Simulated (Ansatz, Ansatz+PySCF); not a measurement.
```xyz
3

O     0.0100   -0.0239   -1.1442
C     0.0271    0.0007    0.0128
O     0.0129   -0.0269    1.1625
```

Basis set: def2-SVP (spherical functions). Frozen core: 3 orbitals. Charge 0, multiplicity 3.

Computed with Ansatz (development build ahead of 0.2.0); each method stands on the lowest determinant of its kind that the runs found.

The atomization energy at this shape (free ground-state atoms in the same class of orbitals less the molecule, no zero-point energy) of triplet CO₂:

```tsv
method	atomization energy
UHF	3.39 eV
```

(1) What does UHF-MP2 give?

## Answers

(1) 7.94 eV. Caution: another spin multiplicity may lie lower.
